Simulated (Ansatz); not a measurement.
Isolated molecules relaxed with PBE0-D4/def2-TZVP in Ansatz; ΔE leaves out vibrations. CCSD(T)/CBS is the MP2 limit (def2-TZVPP, def2-QZVPP) plus CCSD(T) − MP2 in def2-TZVPP, frozen cores. Functionals use def2-TZVPP. B3LYP here is the variant with VWN-RPA as its local correlation; programs differ in this. For Br outer-core shells are correlated without core-valence functions, which leaves a few kJ/mol of doubt a bond. Scalar relativity is left out up to krypton. Each species was taken in one conformer, which may not be the lowest.

Reaction (cleavage of the Si–Si bond): `O[Si](O)([SiH3])Br` + `OC1=CS1` → `[SiH3]OC1=CS1` + `O[SiH](O)Br`

Is it downhill or uphill in electronic energy at CCSD(T)/CBS, and by how much? (An estimate is asked.)

Ansatz gave: Downhill: ΔE = -97.1 kJ/mol.

What do these levels give: PBE-D4, PBE0-D4, B3LYP-D4, ωB97X-V, r2SCAN, PBE0, B3LYP, MP2/def2-TZVPP, CCSD/def2-TZVPP, CCSD(T)/def2-TZVPP, HF/def2-QZVPP, SCS-MP2/def2-QZVPP? (Best estimate.)

The calculation gave: PBE-D4 -70.1, PBE0-D4 -77.4, B3LYP-D4 -94.2, ωB97X-V -91.7, r2SCAN -89.4, PBE0 -78.4, B3LYP -95.8, MP2/def2-TZVPP -106.6, CCSD/def2-TZVPP -99.8, CCSD(T)/def2-TZVPP -97.6, HF/def2-QZVPP -119.9, SCS-MP2/def2-QZVPP -110.1 kJ/mol.

Largest T1 diagnostic among the species: 0.013.

From PBE to PBE0 (25 % exact exchange), in def2-TZVPP and without D4, ΔE moves by −7.3 kJ/mol. In def2-TZVPP, CCSD(T) changes the Hartree–Fock value by +20.2 kJ/mol (the triples alone add +2.2 kJ/mol) and MP2 by +11.3 kJ/mol.
